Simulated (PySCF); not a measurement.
C5H5, SMILES C1=CC=C[CH]1 (connectivity only; charge and spin as stated), charge +1, multiplicity 1. Atoms are numbered in the order given.

```xyz
10

C      0.0000     0.0000     1.1636
C      0.0000    -1.2023     0.3509
C      0.0000    -0.7863    -0.9360
C      0.0000     0.7863    -0.9360
C      0.0000     1.2023     0.3509
H      0.0000     0.0000     2.2611
H      0.0000    -2.2223     0.7319
H      0.0000    -1.3960    -1.8425
H      0.0000     1.3960    -1.8425
H      0.0000     2.2223     0.7319
```
Charge +1, spin multiplicity 1.

Geometry: B3LYP-D3(BJ)/def2-SVP. The spin state was assumed, not searched. The isomer is the one that the SMILES or the coordinates give; other isomers of the formula were not compared.

Calculation: TDDFT-PBE/def2-SVPD run with PySCF.

Vertical excitations. Isolated molecule, no solvent. State labels are in the subgroup C2v.

| state | symmetry | energy (eV) | λ (nm) | f | main pairs |
|---|---|---|---|---|---|
| S1 | B2 | 0.77 | 1614 | 0.001 | HOMO→LUMO 111 % |
| S2 | B1 | 3.65 | 339 | 0.000 | HOMO−1→LUMO 100 % |
| S3 | A2 | 4.08 | 304 | 0.000 | HOMO−3→LUMO 100 % |
| S4 | B1 | 4.22 | 294 | 0.001 | HOMO−4→LUMO 100 % |
| S5 | A2 | 4.59 | 270 | 0.000 | HOMO−5→LUMO 100 % |
| S6 | A1 | 5.09 | 244 | 0.050 | HOMO−2→LUMO 80 %, HOMO→LUMO+1 20 % |
| S7 | B2 | 7.31 | 169 | 0.165 | HOMO→LUMO+2 94 % |
| S8 | B1 | 7.38 | 168 | 0.000 | HOMO−6→LUMO 100 % |
| S9 | A1 | 7.88 | 157 | 0.378 | HOMO→LUMO+1 75 %, HOMO−2→LUMO 20 % |
| S10 | A2 | 8.05 | 154 | 0.000 | HOMO→LUMO+3 88 % |
| T2 | A1 | 3.15 | 394 | 0 | HOMO−2→LUMO 97 % |
| T3 | B1 | 3.19 | 389 | 0 | HOMO−1→LUMO 99 % |
| T4 | A2 | 3.71 | 334 | 0 | HOMO−3→LUMO 99 % |
Triplets are in the Tamm–Dancoff approximation, which puts them higher than full response would, so one can lie above its singlet here.
